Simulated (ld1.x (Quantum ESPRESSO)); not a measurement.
**Scattering properties, PAW potential for aluminium (Al)**

ld1.x (Quantum ESPRESSO) 7.5 input, shortened:

```
&input
   title='Al', zed=13., rel=1, dft='PZ', iswitch=3,
   config='[Ne] 3s1 3p2 3d-2'
 /
 &inputp
   pseudotype=3, lpaw=.true., tm=.true., lloc=-1, rcloc=2.00,
   nlcc=.true., new_core_ps=.true., rcore=1.30,
   which_augfun='PSQ', rmatch_augfun_nc=.true.
 /
5
3S  1  0   1.00   0.00  1.25  1.70  0.0
3S  1  0   0.00  -0.05  1.25  1.70  0.0
3P  2  1   2.00   0.00  2.15  2.60  0.0
3P  2  1   0.00   1.00  2.15  2.60  0.0
3D  3  2  -2.00  -0.05  1.80  2.15  0.0
 &test
   configts(1)='3s1 3p2'
 /
```

The phase is arctan(r·u′/u) with u = r·R(r), unwrapped; energies in Ry, scanned from -3 to 5 Ry. A pole is an energy at which the radial function vanishes at the test radius. The pseudo phase is shifted by a multiple of π to meet the all-electron one at the reference energy, and phase errors are pseudo minus all-electron; the curves can meet again beyond the range given. Levels narrower than the energy grid can be missing from the lists of poles.

For each channel, where are the poles, and over which energies does the pseudopotential scatter like the atom?

| channel | radius (bohr) | reference energy (Ry) | poles, all-electron | poles, pseudo | unbroken range about the reference energy with phases within 0.05 rad | phase error 1 Ry above the reference energy (rad) |
| --- | --- | --- | --- | --- | --- | --- |
| s | 2.83 | -0.64 | 0.25 | 0.25, 2.03 | below 1.8 | -0.000 |
| p | 2.83 | -0.25 | 0.99 | 0.99 | below 3.1 | -0.000 |
| d | 2.83 | -0.05 | 1.81 | 1.83 | below 3.1 | +0.003 |

Phases in the s channel:

| E (Ry) | all-electron | pseudo |
| --- | --- | --- |
| -3.00 | 1.325 | 1.325 |
| -2.76 | 1.308 | 1.308 |
| -2.52 | 1.287 | 1.287 |
| -2.28 | 1.261 | 1.261 |
| -2.04 | 1.226 | 1.226 |
| -1.80 | 1.175 | 1.175 |
| -1.56 | 1.098 | 1.097 |
| -1.32 | 0.959 | 0.959 |
| -1.08 | 0.659 | 0.659 |
| -0.84 | -0.080 | -0.080 |
| -0.60 | -0.918 | -0.918 |
| -0.36 | -1.280 | -1.280 |
| -0.12 | -1.442 | -1.442 |
| 0.12 | -1.534 | -1.534 |
| 0.36 | -1.597 | -1.597 |
| 0.60 | -1.647 | -1.647 |
| 0.84 | -1.690 | -1.691 |
| 1.08 | -1.733 | -1.734 |
| 1.32 | -1.779 | -1.782 |
| 1.56 | -1.832 | -1.844 |
| 1.80 | -1.902 | -1.955 |
| 2.04 | -2.000 | -4.779 |
| 2.28 | -2.159 | -5.138 |
| 2.52 | -2.447 | -5.363 |
| 2.76 | -2.985 | -5.749 |
| 3.00 | -3.640 | -6.386 |
| 3.24 | -4.055 | -6.966 |
| 3.48 | -4.271 | -7.286 |
| 3.72 | -4.395 | -7.457 |
| 3.96 | -4.473 | -7.559 |
| 4.20 | -4.528 | -7.627 |
| 4.44 | -4.569 | -7.675 |
| 4.68 | -4.600 | -7.711 |
| 4.92 | -4.626 | -7.740 |
